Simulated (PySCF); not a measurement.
# From computed data to an observable: entropy of an ideal gas

CH2NO, SMILES N[C]=O, multiplicity 2.

Geometry: PBE0-D3(BJ)/def2-TZVP. The isomer is the one that the SMILES or the coordinates give; other isomers of the formula were not compared. The values are those of a single conformer.

PBE0-D3(BJ)/def2-TZVP (PySCF) gives the harmonic wavenumbers 299, 534, 639, 1105, 1254, 1609, 1903, 3523, 3736 cm⁻¹ and the rotational temperatures 6.2115, 0.5408, 0.4975 K. The molar mass is 44.03 g/mol, the symmetry number 1, the spin multiplicity 2.

Problem. Work out the entropy at 298.15 K and 1 atm in the rigid-rotor, harmonic-oscillator model.

Solution. 
Translation (Sackur–Tetrode at 1 atm): S = R[1.5 ln M + 2.5 ln T − 1.16487] = 155.9 J/(mol K).
Rotation: q = (√π/σ) T^1.5/√(θA θB θC) = 7060, S = R[ln q + 3/2] = 86.2 J/(mol K).
Vibration: with u = 1.4388 ν/T, each mode gives R[u/(e^u − 1) − ln(1 − e^−u)]:
| ν (cm⁻¹) | modes | u | S (J/(mol K)) |
|---|---|---|---|
| 299 | 1 | 1.44 | 5.95 |
| 534 | 1 | 2.58 | 2.42 |
| 639 | 1 | 3.08 | 1.62 |
| 1105 | 1 | 5.33 | 0.26 |
| 1254 | 1 | 6.05 | 0.14 |
| 1609 | 1 | 7.76 | 0.03 |
| 1903 | 1 | 9.18 | 0.01 |
The stiffer modes add less than 0.005 each. Sum 10.4 J/(mol K).
Spin: R ln 2 = 5.8 J/(mol K).
Total 258.3 J/(mol K); the program's own thermochemistry gives 258.3. Translation makes up 60 % and vibration 4 %. Anharmonicity, hindered rotation and orbital degeneracy are left out.
